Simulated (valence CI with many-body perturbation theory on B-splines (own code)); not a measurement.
Tl75+: electric-dipole lines

Calculated by valence CI with perturbative core correlation (CI+MBPT): four valence electrons over a frozen Dirac-Fock core [He], a basis of 11 s, 11 p, 10 d, 8 f, 5 g, 2 h functions for each j, with the one-electron correlation potential Σ1, the two-electron term Σ2, the three-electron term Σ3, Breit, model QED; selected CI, second order for the rest, scaled by the run's own slope (own B-spline code, finite nucleus).

No measured spectrum was set against this ion. As an estimate, large intervals hold to a few tenths of a per cent, small ones and those within an open d or f shell to about a per cent. Among the levels kept, up to 1200 cm⁻¹ of a level comes from second order outside the variational space, and about a tenth of that is noise between levels of different J, which matters for small intervals.

Lines 101 to 150 of 528 in falling wavelength, among levels below 18459 eV, chosen from the strongest by gf and those to the six lowest levels. Wavelengths and rates use the calculated energies. Electric multipoles are in the length gauge, E1 and E2 with the static RPA response of the core. Weak lines are less certain than strong ones. Lines between different terms over intervals too small for the method are left out, as are lines whose strength nearly cancels. The highest levels of a list are the least certain.

Levels are named by their leading jj configuration (3d3/2^4 stands for four electrons in 3d with j = 3/2), which in mixed levels can hold well under half, so a name can repeat and another be missing. Letters in brackets count levels of one name in rising energy.

| λ vac (nm) | Upper | Lower | A (s⁻¹) | S (a.u.) with core polarisation | S without |
| --- | --- | --- | --- | --- | --- |
| 1.673 | (2s 2p1/2 2p3/2 3d3/2) J=1 [c] | (2s 2p1/2 2p3/2 3p1/2) J=0 | 1.48e+12 | 1.03e-02 | 1.03e-02 |
| 1.670 | (2s 2p1/2 2p3/2 3p3/2) J=2 [a] | (2s 2p1/2 2p3/2 3s) J=1 [a] | 9.05e+11 | 1.04e-02 | 1.04e-02 |
| 1.667 | (2p1/2^2 2p3/2 3p3/2) J=3 | (2p1/2^2 2p3/2 3s) J=2 | 3.17e+12 | 5.08e-02 | 5.08e-02 |
| 1.661 | (2s 2p1/2 2p3/2 3d3/2) J=3 [b] | (2s 2p1/2 2p3/2 3p1/2) J=3 | 1.14e+12 | 1.80e-02 | 1.80e-02 |
| 1.659 | (2s^2 2p3/2 3p3/2) J=3 | (2s^2 2p3/2 3s) J=2 | 3.51e+12 | 5.54e-02 | 5.54e-02 |
| 1.658 | (2s 2p3/2^2 3p3/2) J=4 | (2s 2p3/2^2 3s) J=3 | 3.52e+12 | 7.13e-02 | 7.13e-02 |
| 1.655 | (2s 2p1/2 2p3/2 3p3/2) J=3 [a] | (2s 2p1/2 2p3/2 3s) J=2 [a] | 3.47e+12 | 5.44e-02 | 5.44e-02 |
| 1.649 | (2s 2p3/2^2 3p3/2) J=3 | (2s 2p3/2^2 3s) J=3 | 2.00e+12 | 3.10e-02 | 3.11e-02 |
| 1.648 | (2s 2p1/2 2p3/2 3p3/2) J=3 [b] | (2s 2p1/2 2p3/2 3s) J=2 [b] | 1.21e+12 | 1.88e-02 | 1.88e-02 |
| 1.646 | (2s^2 2p3/2 3d5/2) J=2 | (2s 2p1/2 2p3/2 3s) J=1 [a] | 6.88e+11 | 7.58e-03 | 7.58e-03 |
| 1.643 | (2s 2p1/2 2p3/2 3p3/2) J=4 | (2s 2p1/2 2p3/2 3s) J=3 | 2.89e+12 | 5.70e-02 | 5.70e-02 |
| 1.643 | (2s 2p1/2 2p3/2 3p3/2) J=1 [b] | (2s 2p1/2 2p3/2 3s) J=2 [b] | 2.91e+12 | 1.91e-02 | 1.91e-02 |
| 1.642 | (2s 2p1/2 2p3/2 3d3/2) J=2 [b] | (2s 2p1/2 2p3/2 3p1/2) J=3 | 6.12e+11 | 6.69e-03 | 6.69e-03 |
| 1.632 | (2s 2p1/2 2p3/2 3d3/2) J=2 [d] | (2s 2p1/2 2p3/2 3p1/2) J=2 [c] | 6.05e+11 | 6.49e-03 | 6.49e-03 |
| 1.631 | (2s 2p1/2 2p3/2 3p3/2) J=2 [d] | (2s 2p1/2 2p3/2 3s) J=2 [c] | 1.46e+12 | 1.56e-02 | 1.56e-02 |
| 1.628 | (2s^2 2p1/2 3p3/2) J=2 | (2s^2 2p1/2 3s) J=1 | 3.67e+12 | 3.91e-02 | 3.91e-02 |
| 1.626 | (2s^2 2p1/2 3p3/2) J=1 | (2s^2 2p1/2 3s) J=1 | 1.30e+12 | 8.25e-03 | 8.25e-03 |
| 1.624 | (2s^2 2p1/2 3d3/2) J=1 | (2s^2 2p1/2 3p1/2) J=1 | 9.02e+11 | 5.72e-03 | 5.72e-03 |
| 1.623 | (2s 2p1/2 2p3/2 3p3/2) J=0 [a] | (2s 2p1/2 2p3/2 3s) J=1 [a] | 3.28e+12 | 6.93e-03 | 6.93e-03 |
| 1.622 | (2s 2p1/2 2p3/2 3p3/2) J=1 [c] | (2s 2p1/2 2p3/2 3s) J=1 [c] | 1.60e+12 | 1.01e-02 | 1.01e-02 |
| 1.618 | (2s^2 2p1/2 3p3/2) J=1 | (2s^2 2p1/2 3s) J=0 | 2.55e+12 | 1.60e-02 | 1.60e-02 |
| 1.617 | (2p1/2^2 2p3/2 3p3/2) J=2 | (2p1/2^2 2p3/2 3s) J=1 | 1.83e+12 | 1.91e-02 | 1.91e-02 |
| 1.616 | (2s 2p1/2 2p3/2 3p3/2) J=0 [b] | (2s 2p1/2 2p3/2 3s) J=1 [b] | 2.79e+12 | 5.81e-03 | 5.81e-03 |
| 1.615 | (2s 2p1/2 2p3/2 3p3/2) J=2 [b] | (2s 2p1/2 2p3/2 3s) J=3 | 8.53e+11 | 8.86e-03 | 8.87e-03 |
| 1.613 | (2s 2p1/2^2 3p3/2) J=2 | (2s 2p1/2^2 3s) J=1 | 3.56e+12 | 3.68e-02 | 3.68e-02 |
| 1.612 | (2s 2p3/2^2 3p3/2) J=2 | (2s 2p3/2^2 3s) J=2 [a] | 2.74e+12 | 2.83e-02 | 2.83e-02 |
| 1.609 | (2s 2p1/2 2p3/2 3p3/2) J=2 [d] | (2s 2p1/2 2p3/2 3s) J=1 [b] | 2.23e+12 | 2.29e-02 | 2.29e-02 |
| 1.605 | (2s^2 2p3/2 3p3/2) J=2 | (2s^2 2p3/2 3s) J=1 | 2.02e+12 | 2.06e-02 | 2.06e-02 |
| 1.604 | (2s 2p1/2 2p3/2 3p3/2) J=1 [c] | (2s 2p1/2 2p3/2 3s) J=0 | 1.87e+12 | 1.14e-02 | 1.14e-02 |
| 1.602 | (2s 2p1/2^2 3p3/2) J=1 | (2s 2p1/2^2 3s) J=1 | 1.34e+12 | 8.18e-03 | 8.18e-03 |
| 1.600 | (2s 2p1/2 2p3/2 3p3/2) J=2 [a] | (2s 2p1/2 2p3/2 3s) J=2 [a] | 9.09e+11 | 9.19e-03 | 9.19e-03 |
| 1.595 | (2p1/2^2 2p3/2 3p3/2) J=2 | (2p1/2^2 2p3/2 3s) J=2 | 1.82e+12 | 1.83e-02 | 1.83e-02 |
| 1.590 | (2s 2p1/2 2p3/2 3p3/2) J=1 [d] | (2s 2p1/2 2p3/2 3s) J=1 [b] | 2.43e+12 | 1.45e-02 | 1.45e-02 |
| 1.584 | (2s 2p1/2 2p3/2 3p3/2) J=3 [b] | (2s 2p1/2 2p3/2 3s) J=3 | 1.99e+12 | 2.74e-02 | 2.74e-02 |
| 1.584 | (2s^2 2p3/2 3p3/2) J=2 | (2s^2 2p3/2 3s) J=2 | 2.00e+12 | 1.96e-02 | 1.96e-02 |
| 1.578 | (2s^2 2p3/2 3d5/2) J=2 | (2s 2p1/2 2p3/2 3s) J=2 [a] | 8.06e+11 | 7.82e-03 | 7.83e-03 |
| 1.556 | (2p1/2^2 2p3/2 3p3/2) J=0 | (2p1/2^2 2p3/2 3s) J=1 | 4.16e+12 | 7.74e-03 | 7.74e-03 |
| 1.546 | (2s 2p3/2^2 3p3/2) J=2 | (2s 2p3/2^2 3s) J=3 | 9.64e+11 | 8.79e-03 | 8.79e-03 |
| 1.543 | (2s^2 2p3/2 3p3/2) J=0 | (2s^2 2p3/2 3s) J=1 | 4.54e+12 | 8.22e-03 | 8.22e-03 |
| 1.520 | (2s 2p1/2 2p3/2 3p3/2) J=3 [c] | (2s 2p1/2 2p3/2 3s) J=2 [b] | 4.77e+11 | 5.79e-03 | 5.79e-03 |
| 0.5096 | (2s 2p3/2^2 3p3/2) J=3 | (2s^2 2p3/2 3p3/2) J=2 | 5.30e+12 | 2.42e-03 | 2.42e-03 |
| 0.5032 | (2s 2p3/2^2 3s) J=3 | (2s^2 2p3/2 3s) J=2 | 7.07e+12 | 3.11e-03 | 3.11e-03 |
| 0.5031 | (2s 2p3/2^2 3p3/2) J=4 | (2s^2 2p3/2 3p3/2) J=3 | 6.38e+12 | 3.61e-03 | 3.61e-03 |
| 0.5021 | (2s 2p3/2^2 3d3/2) J=4 | (2s^2 2p3/2 3d3/2) J=3 | 6.07e+12 | 3.42e-03 | 3.42e-03 |
| 0.5016 | (2s 2p3/2^2 3p1/2) J=3 | (2s^2 2p3/2 3p1/2) J=2 | 6.74e+12 | 2.94e-03 | 2.94e-03 |
| 0.5016 | (2s 2p3/2^2 3p1/2) J=2 [a] | (2s^2 2p3/2 3p1/2) J=1 | 6.08e+12 | 1.89e-03 | 1.90e-03 |
| 0.5007 | (2s 2p3/2^2 3d3/2) J=3 | (2s^2 2p3/2 3d3/2) J=2 | 5.30e+12 | 2.30e-03 | 2.30e-03 |
| 0.5006 | (2s 2p1/2 2p3/2^2) J=2 [a] | (2s^2 2p1/2 2p3/2) J=1 | 7.21e+12 | 2.23e-03 | 2.23e-03 |
| 0.4971 | (2p1/2 2p3/2^2 3s) J=2 [a] | (2s 2p1/2 2p3/2 3s) J=1 [c] | 1.46e+13 | 4.43e-03 | 4.43e-03 |
| 0.4961 | (2p1/2 2p3/2^2 3p1/2) J=1 [a] | (2s 2p1/2 2p3/2 3p1/2) J=0 | 1.19e+13 | 2.16e-03 | 2.16e-03 |
